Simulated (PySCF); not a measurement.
**Atomic charges by several schemes**

Species: C₇H₁₀FNO.
Cartesian coordinates in Å at the GFN2-xTB level; atoms count from 1:
```
atom  x, y, z in Å
C1    -0.751   -2.463   -1.556
C2    -0.725   -1.535   -0.800
C3    -0.678   -0.397    0.098
C4    -1.844    0.565   -0.173
C5    -2.000    1.574    0.955
F6    -2.327    0.930    2.130
C7     0.677    0.314   -0.068
O8     0.783    1.487   -0.350
N9     1.727   -0.503    0.151
C10    3.096   -0.074   -0.003
H11   -0.789   -3.280   -2.213
H12   -0.750   -0.759    1.131
H13   -1.655    1.112   -1.097
H14   -2.767   -0.009   -0.278
H15   -1.068    2.115    1.135
H16   -2.812    2.277    0.748
H17    1.559   -1.483    0.319
H18    3.661   -0.263    0.910
H19    3.574   -0.593   -0.836
H20    3.083    0.996   -0.206
```

Density: PBE0/pcSseg-1 (PySCF); schemes: Mulliken, IAO, Hirshfeld and ESP-fitted. One conformer (not necessarily the lowest) at the GFN2-xTB geometry, without solvent, vibrations or thermal averaging.

Task: Give the atomic charges in each scheme.

Result: In e:

| atom | environment | Mulliken | IAO | Hirshfeld | ESP-fitted |
| --- | --- | --- | --- | --- | --- |
| C1 | terminal alkyne carbon | -0.411 | -0.251 | -0.118 | -0.434 |
| C2 | alkyne carbon | +0.318 | -0.033 | -0.039 | -0.105 |
| C3 | sp3 carbon next to a carbonyl | -0.372 | -0.180 | -0.022 | +0.163 |
| C4 | chain CH2 carbon | -0.189 | -0.262 | -0.073 | -0.149 |
| C5 | sp3 C–F carbon | +0.181 | +0.041 | +0.024 | +0.014 |
| F6 | alkyl fluorine | -0.353 | -0.339 | -0.128 | -0.236 |
| C7 | amide carbonyl carbon | +0.551 | +0.433 | +0.182 | +0.555 |
| O8 | amide oxygen | -0.442 | -0.503 | -0.263 | -0.509 |
| N9 | amide nitrogen | -0.520 | -0.330 | -0.100 | -0.468 |
| C10 | N-methyl carbon | -0.086 | -0.316 | -0.061 | -0.084 |
| H11 | alkyne hydrogen | +0.040 | +0.203 | +0.092 | +0.313 |
| H12 | methine hydrogen | +0.181 | +0.180 | +0.053 | +0.036 |
| H13 | methylene hydrogen | +0.140 | +0.163 | +0.047 | +0.067 |
| H14 | methylene hydrogen | +0.140 | +0.152 | +0.044 | +0.103 |
| H15 | methylene hydrogen | +0.126 | +0.153 | +0.037 | +0.081 |
| H16 | methylene hydrogen | +0.110 | +0.141 | +0.048 | +0.093 |
| H17 | amide N–H hydrogen | +0.206 | +0.276 | +0.129 | +0.305 |
| H18 | methyl hydrogen | +0.119 | +0.148 | +0.048 | +0.074 |
| H19 | methyl hydrogen | +0.120 | +0.146 | +0.048 | +0.083 |
| H20 | methyl hydrogen | +0.142 | +0.179 | +0.051 | +0.098 |

Mean size of the charges over all atoms: Mulliken 0.237 e, IAO 0.221 e, ESP-fitted 0.199 e, Hirshfeld 0.080 e. Each set sums to the total charge, 0, to within 0.001 e. The IAO scheme projects the occupied orbitals on a minimal set of polarised atomic orbitals and counts the electrons in each atom's part of it. The ESP scheme is a least-squares fit of atom-centred charges to the potential on four shells outside the van der Waals surface, with the total charge fixed.

Lowest charge. The schemes don't all agree: Mulliken N9 (-0.520); IAO O8 (-0.503); Hirshfeld O8 (-0.263); ESP-fitted O8 (-0.509).

Highest charge. All schemes agree: Mulliken C7 (+0.551); IAO C7 (+0.433); Hirshfeld C7 (+0.182); ESP-fitted C7 (+0.555).

Task: How closely do the schemes follow one another over all atoms?

Result: Correlation coefficient and root-mean-square difference: IAO with Hirshfeld 0.96, 0.157 e; Hirshfeld with ESP-fitted 0.93, 0.171 e; Mulliken with IAO 0.88, 0.133 e; IAO with ESP-fitted 0.87, 0.130 e; Mulliken with Hirshfeld 0.83, 0.205 e; Mulliken with ESP-fitted 0.78, 0.178 e.

Task: Sum the charges by element, for elements with more than one atom.

Result: 
```json
{"element": "C", "atoms": "7", "Mulliken": "-0.008", "IAO": "-0.569", "Hirshfeld": "-0.106", "ESP-fitted": "-0.041"}
{"element": "H", "atoms": "10", "Mulliken": "+1.323", "IAO": "+1.742", "Hirshfeld": "+0.597", "ESP-fitted": "+1.253"}
```

The run behind these numbers computed NMR shieldings as well. Hardware: one thread of an Intel Xeon at 2.70 GHz, shared host. Cost: 91 s wall (grids of density and orbitals included), 0.98 GiB resident at most.
